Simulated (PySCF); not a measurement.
Gas-phase XPS of `C=CC[N]([SiH3])[GeH3]`, computed

C3H11GeNSi.
SMILES with atom numbers: `[CH2:1]=[CH:2][CH2:3][N:4]([SiH3:5])[GeH3:6]`

Computed with PySCF, delta-SCF UKS SCAN, pcX-2 on the ionised atom, pcseg-1 elsewhere, spin-free X2C. These are vertical core ionisation energies against the vacuum level, from separate self-consistent calculations with and without the core hole.

Problem. What binding energy does each computed site have?

Solution. 
| atom(s) | bonded to | level | binding energy (eV) | 2p1/2 (eV) | above the level's lowest (eV) | count |
| --- | --- | --- | --- | --- | --- | --- |
| Si5 | N and 3 H | Si 1s | 1846.55 | – | 0.00 | 1 |
| N4 | C, Ge and Si | N 1s | 403.74 | – | 0.00 | 1 |
| C3 | N, C and 2 H | C 1s | 291.61 | – | +1.45 | 1 |
| C2 | C (double bond), C and H | C 1s | 290.45 | – | +0.29 | 1 |
| C1 | C (double bond) and 2 H | C 1s | 290.16 | – | 0.00 | 1 |
| Si5 | N and 3 H | Si 2p3/2 | 106.68 | 107.31 | 0.00 | 1 |

The listed C 1s values span 1.45 eV, from C1 (bonded to C (double bond) and 2 H) to C3 (bonded to N, C and 2 H). Summing the Pauling electronegativity differences to the bonded atoms, each weighted by its formal bond order, gives -0.70 for the lowest site and -0.21 for the highest; no listed site has a larger sum than the highest.

Problem. Give the binding energy of C 1s of C3 in hartree and in kJ/mol.

Solution. 291.61 eV = 10.7165 Eh = 28136 kJ/mol.

Spin–orbit and ligand-field terms were added within each 2p shell after the spin-free SCF. 2p1/2 minus 2p3/2 (ligand field included): Si 0.62 eV. No level of germanium is listed. Geometry: PBE0-D3(BJ)/def2-SVP, one conformer, isolated molecule.

Time: 86 s. Hardware: one thread, Arm Neoverse V2 (shared host).

Conformer computed: `[CH2:1]=[CH:2][CH2:3][N:4]([SiH3:5])[GeH3:6]`: C1–C2–C3–N4 120°, C2–C3–N4–Si5 -70°.
